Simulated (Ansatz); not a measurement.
Calculated with Ansatz (gas phase, PBE0-D4/def2-TZVP geometries, no zero-point term in ΔE). CCSD(T)/CBS is the MP2 limit (def2-TZVPP, def2-QZVPP) plus CCSD(T) − MP2 in def2-TZVPP, frozen cores. This one scheme is used for every species. Each species was taken in one conformer, which may not be the lowest.

`CC[SiH2]C` + `[AlH2][SH]` → `C[SiH2]C[S][AlH2]` + CH₄  (substitution at a C–C bond)

`CC[SiH2]C`:

Cartesian coordinates in Å:
```
C 0.092 -1.534 0.970
C 0.841 -0.207 0.880
Si -0.135 1.163 0.044
C -0.596 0.714 -1.715
H -0.155 -1.923 -0.021
H 0.683 -2.298 1.481
H -0.848 -1.424 1.519
H 1.784 -0.338 0.337
H 1.119 0.140 1.882
H -1.378 1.425 0.827
H 0.671 2.417 0.043
H 0.297 0.521 -2.315
H -1.152 1.525 -2.190
H -1.222 -0.181 -1.742
```

`[AlH2][SH]`:

Z-matrix (Å, degrees):
```
Al
S 1 2.181
H 1 1.579 2 116.5
H 1 1.581 2 118.9 3 -180.0
H 2 1.344 1 93.7 3 180.0
```

`C[SiH2]C[S][AlH2]`:

Cartesian coordinates in Å:
```
C 0.664 2.063 -0.531
Si -0.913 1.181 -0.083
C -0.584 -0.655 0.229
S 0.568 -0.801 1.669
Al 0.779 -2.687 0.595
H 1.090 1.657 -1.452
H 0.478 3.128 -0.684
H 1.403 1.951 0.266
H -1.907 1.278 -1.190
H -1.519 1.734 1.156
H -1.528 -1.176 0.415
H -0.151 -1.031 -0.719
H 1.865 -2.780 -0.554
H -0.243 -3.861 0.881
```

CH₄:

Z-matrix (Å, degrees):
```
C
H 1 1.090
H 1 1.090 2 109.5
H 1 1.090 2 109.5 3 -120.0
H 1 1.090 2 109.5 3 120.0
```

```json
{"species": "`CC[SiH2]C`", "CCSD(T)/CBS(def2) energy (Eh)": "-409.27248"}
{"species": "`[AlH2][SH]`", "CCSD(T)/CBS(def2) energy (Eh)": "-641.61836"}
{"species": "`C[SiH2]C[S][AlH2]`", "CCSD(T)/CBS(def2) energy (Eh)": "-1010.41668"}
{"species": "CH₄", "CCSD(T)/CBS(def2) energy (Eh)": "-40.46206"}
```

(1) Work out ΔE.

Largest T1 diagnostic among the species: 0.011.

## Answers

(1) ΔE = (-1010.41668) + (-40.46206) − (-409.27248) − (-641.61836) = 0.01210 Eh = +31.8 kJ/mol.

In def2-TZVPP, CCSD(T) changes the Hartree–Fock value by −20.4 kJ/mol (the triples alone add −5.0 kJ/mol) and MP2 by −27.3 kJ/mol. The D4 term adds −9.5 kJ/mol with B3LYP and −5.2 kJ/mol with PBE0; it sums over pairs of atoms, weighted by their polarisabilities, and B3LYP, whose exchange is more repulsive, gets the larger term.

B3LYP here is the variant with VWN-RPA as its local correlation; programs differ in this.
